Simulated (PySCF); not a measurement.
Computed shifts of a molecule C₄H₇FSi, KT2/pcSseg-1 in PySCF, GIAO, gas phase, atoms alike by connectivity averaged where their shifts nearly agree, in ppm (number of nuclei): ¹³C: 161.6 (1), 128.5 (1), 127.4 (1), 116.5 (1). ¹⁹F: -129.2 (1). ²⁹Si: -78.0 (1). ¹H: 7.06 (1), 5.91 (1), 5.46 (2), 4.50 (3). References: ¹³C against TMS (σ = 185.1 ppm); ¹⁹F against CFCl3 (σ = 127.1 ppm); ²⁹Si against TMS (σ = 361.9 ppm); ¹H against TMS (σ = 31.47 ppm), references at their B3LYP-D3(BJ)/def2-TZVP geometries, non-relativistic. Coordinates come from a ωB97X-D3(BJ)/def2-SVP optimisation. Other conformers were not sampled.

Problem. Which molecule gave these data?
(A) C#C[SiH2][C@H](C)F
(B) C=C/C=C\[SiH2]F
(C) CC1=C[Si@H](F)C1
(D) C=C/C=C(\F)[SiH3]

Solution. D, C=C/C=C(\F)[SiH3]
